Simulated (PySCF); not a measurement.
Molecule: `C=CC([SiH3])([SiH3])[SiH3]`, C₃H₁₂Si₃.

Atom-mapped SMILES (the numbers label the heavy atoms): `[CH2:1]=[CH:2][C:3]([SiH3:4])([SiH3:5])[SiH3:6]`. Each H is labelled by its parent atom. Ha(C1) is cis to C3; Hb(C1) is trans to C3.

Geometry PBE0-D3(BJ)/def2-SVP throughout; GIAO in PySCF 2.14.0 with density-fitted response routines, gas phase, one conformer, non-relativistic; equivalent atoms averaged; functional PBE0.

For orientation, def2-TZVP gives these absolute shieldings σ: C2 41.1, C1 65.6, C3 179.5, Si4/Si5/Si6 391.7, H(C2) 25.22, Hb(C1) 26.16, Ha(C1) 26.19, H(Si4)/H(Si5)/H(Si6) 27.15 ppm.

A run gave: C2 56.4, C1 80.3, C3 189.8, Si4/Si5/Si6 466.1, H(C2) 25.04, Hb(C1) 25.95, Ha(C1) 26.10, H(Si4)/H(Si5)/H(Si6) 27.20 ppm (absolute shieldings σ).

Which basis set was used in that run?
A. aug-cc-pVDZ
B. pcSseg-1
C. pcSseg-0
D. def2-SVP

## Answers

A. Si4/Si5/Si6 tells them apart best: aug-cc-pVDZ gives 466.1, pcSseg-1 gives 411.7, def2-SVP gives 477.7, pcSseg-0 gives 453.2 ppm.
